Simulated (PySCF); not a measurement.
## ³³S chemical shifts

[PySCF 2.14.0 with density-fitted response routines: GIAO PBE0/pcSseg-1 shieldings; geometry from GFN2-xTB; equivalent nuclei averaged; isolated molecule; non-relativistic; one computed conformer]

Shieldings were converted by a linear fit to measured shifts: ³³S (scatter 33.3 ppm rms vs sulfate, solution or neat liquid). A few per cent of atoms miss by over 2 rms, more outside the fitted compound classes.

Question: Give the ³³S shifts of `CC(=S)C1=C[C@@]2([SiH3])C=C[C@@H]12`.

Answer: 
```csv
compound,environment,δ (ppm)
CC(=S)C1=C[C@@]2([SiH3])C=C[C@@H]12,thione sulfur,637
```

Question: Match the shifts 619, -104, -558, -606 ppm to `F/C([SiH3])=C/C[SiH2]S[SiH3]`, `[SiH3][SiH2]S[SiH2]Cl`, `C=C=C(C#C[SiH2]C)C(C)=S`, `C#CC(=C=S)[SiH2]C1CCC1`.

Answer: 619: C=C=C(C#C[SiH2]C)C(C)=S (thione sulfur); -104: C#CC(=C=S)[SiH2]C1CCC1 (thione sulfur); -558: [SiH3][SiH2]S[SiH2]Cl (sulfur bonded to 2 Si); -606: F/C([SiH3])=C/C[SiH2]S[SiH3] (sulfur bonded to 2 Si).
